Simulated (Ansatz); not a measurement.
(KH)4 ring (K₄H₄). Charge 0, multiplicity 1. Geometry PBE-D4/def2-SVP, basis def2-TZVP, Ansatz.

```
run  HOMO (eV)  LUMO (eV)
  A      -5.46       0.17
  B      -6.78       0.85
  C      -4.48      -0.10
  D      -3.38      -0.57
  E      -4.33      -0.31
  F      -4.08      -0.37
```

B3LYP takes the VWN-RPA correlation. HSE06 is defined as in plane-wave codes, on full-range PBE exchange.

The runs used B3LYP, BHLYP, BLYP, HSE06, PBE0, ωB97X-V. Estimate which is which.

A BHLYP (50 % exact exchange); B ωB97X-V (range-separated); C PBE0 (25 % exact exchange); D BLYP (0 % exact exchange); E B3LYP (20 % exact exchange); F HSE06 (range-separated). Exact exchange lowers occupied and raises empty levels; among semilocal functionals meta-GGAs tend to open the gap a little, and such runs are hard to tell apart. The gap grows from 2.80 eV (BLYP) to 7.63 eV (ωB97X-V).
